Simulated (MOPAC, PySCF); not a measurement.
C5H8Si, SMILES `CC1=C[SiH2]C=C1`, neutral singlet in the gas phase. 

Cartesian coordinates (Å):
SMILES: [SiH2]1C=C(C=C1)C
```xyz
14

C      2.1193     0.0556    -0.0409
C      0.6327    -0.0583     0.0061
C     -0.0635    -1.1754     0.2836
Si    -1.8673    -0.7467     0.2042
C     -1.5150     1.0320    -0.2274
C     -0.1812     1.1524    -0.2739
H      2.4500     0.3917    -1.0290
H      2.4726     0.8016     0.6784
H      2.6021    -0.8959     0.1811
H      0.4283    -2.1150     0.5027
H     -2.6258    -1.4772    -0.8488
H     -2.5955    -0.9153     1.4922
H     -2.1804     1.8637    -0.4184
H      0.3295     2.0856    -0.5048
```
Charge 0, spin multiplicity 1.

All levels are single points at this geometry (PBE0-D3(BJ)/def2-TZVP); Pople sets use spherical d functions. Orbital energies aren't observables, and empty levels follow the basis.

```tsv
level	HOMO (eV)	LUMO (eV)	gap (eV)	dipole (D)	vertical IE, Delta-SCF (eV)
PBE-D3(BJ)/def2-TZVP in PySCF	-5.67	-2.26	3.41	1.20	8.50
PBE0-D3(BJ)/def2-TZVP in PySCF	-6.67	-1.35	5.32	1.21	8.51
B3LYP/6-31G* in PySCF	-6.13	-1.16	4.97	1.12	8.31
B3LYP/LANL2DZ in PySCF	-6.29	-1.23	5.06	0.94	–
M06-2X/6-31G* in PySCF	-7.57	-0.16	7.41	1.01	–
PBE/6-31G* in PySCF	-5.35	-1.92	3.43	1.17	8.30
HF/3-21G in PySCF	-8.66	2.63	11.29	1.04	–
HF/STO-3G in PySCF	-6.64	6.65	13.29	0.22	–
PM3 in MOPAC	-9.14	0.27	9.41	0.16	–
```
